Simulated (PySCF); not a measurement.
**Electron correlation in Fe²⁺ (iron, charge +2)**

[Ar] 3d5 4p1, high-spin 7P determinant (an excited configuration). Computed with PySCF 2.14 in dyall-av2z (16s12p7d2f, 101 functions), with no relativity, point nucleus. Frozen: [Ar]; 6 electrons correlated; the 25 highest virtual orbitals of each spin left out.

| level | correlation energy (mhartree) |
| --- | --- |
| CCSD | -72.13 |
| (T) | -0.51 |
| CCSD(T) | -72.64 |

Diagnostics: T1 = 0.0051, D1 = 0.0122, largest double amplitude 0.016.

Cost of the coupled-cluster step: of the order of 3 core-seconds, for 6 correlated electrons.
